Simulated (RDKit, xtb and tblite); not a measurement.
Torsional profile of C₇H₁₂, SMILES C(=C/C=C)/C(C)C. Scanned: dihedral C1–C2–C3–C4 and dihedral C3–C4–C5–C6; all other coordinates were relaxed at GFN2-xTB. Heavy atoms are numbered in the order of the SMILES C=C/C=C\C(C)C, hydrogens after them in the order of the atoms that carry them; the mirror image has the same energies with the sign of each dihedral reversed.

Levels: GFN2-xTB (xtb and tblite); MMFF94 // GFN2-xTB (RDKit); UFF // GFN2-xTB (RDKit).

Energies in kJ/mol at chosen points (x: dihedral C1–C2–C3–C4 (°); y: dihedral C3–C4–C5–C6 (°)), relative to x = 180, y = -150:

```csv
method,"(30, 60)","(30, -120)","(30, 30)","(-60, -30)","(30, 180)","(150, -30)","(60, 150)"
GFN2-xTB,34.4,11.5,29.2,24.8,17.6,19.6,25.2
MMFF94,47.5,16.7,38.5,31.8,29.2,25.3,32.0
UFF,89.4,32.2,74.8,60.6,35.2,43.8,62.7
```
